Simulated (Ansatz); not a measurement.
Reaction (formal exchange of groups at the Si–C bond): `CC[SiH](O)[SiH3]` + `O[CH2][GeH3]` → `O[SiH]([SiH3])[GeH3]` + `CCCO`

Computed with Ansatz on PBE0-D4/def2-TZVP structures; ΔE is electronic, products minus reactants. CCSD(T)/CBS adds triple-zeta CCSD(T) − MP2 to the extrapolated MP2 energy (def2 sets, frozen cores). DFT in def2-TZVPP. For Ge outer-core shells are correlated without core-valence functions, which leaves a few kJ/mol of doubt a bond. Scalar relativity is left out up to krypton. One conformer a species, not always the lowest.

| level | ΔE (eV) |
| --- | --- |
| r2SCAN-D4 | -0.24 |
| ωB97X-V | -0.20 |
| PBE | -0.29 |
| r2SCAN | -0.25 |
| MP2/def2-TZVPP | -0.14 |
| CCSD(T)/def2-TZVPP | -0.19 |
| SCS-MP2/def2-QZVPP | -0.15 |
| MP2/CBS(def2) | -0.15 |

Question: What does CCSD(T)/CBS give? (Estimate.)

Answer: Computed: -0.20 eV. The listed levels differ from it by -0.04, 0.00, -0.09, -0.05, 0.06, 0.01, 0.05, 0.05 eV.

Largest T1 diagnostic among the species: 0.013.
